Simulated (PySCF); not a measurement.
# Ionisation energy of Ar²⁺ by level of theory

Ar²⁺ [Ne] 3s2 3p4 (3P) → Ar³⁺ [Ne] 3s2 3p3 (4S), as a difference of total energies. Computed with PySCF 2.14 in def2-QZVPPD, with no relativity, point nucleus. Correlated levels: valence: [Ne] frozen. The calculations carry no spin-orbit coupling.

```
           method  ionisation energy (eV)  plus first-order spin-orbit estimate  difference from reference of that sum (eV)
              UHF                  39.393                                39.455                                      -1.280
    MP2 (valence)                  40.328                                40.390                                      -0.345
SCS-MP2 (valence)                  40.441                                40.503                                      -0.232
   CCSD (valence)                  40.452                                40.514                                      -0.221
CCSD(T) (valence)                  40.484                                40.546                                      -0.189
```

Reference: 40.735 ± 0.012 eV (semi-empirical (NIST evaluation); NIST Atomic Spectra Database, ionization energies).

A first-order spin-orbit estimate (lowest level to lowest level, LS coupling) adds 0.062 eV.

Errors of the correlated levels include the incompleteness of this basis and the frozen core.
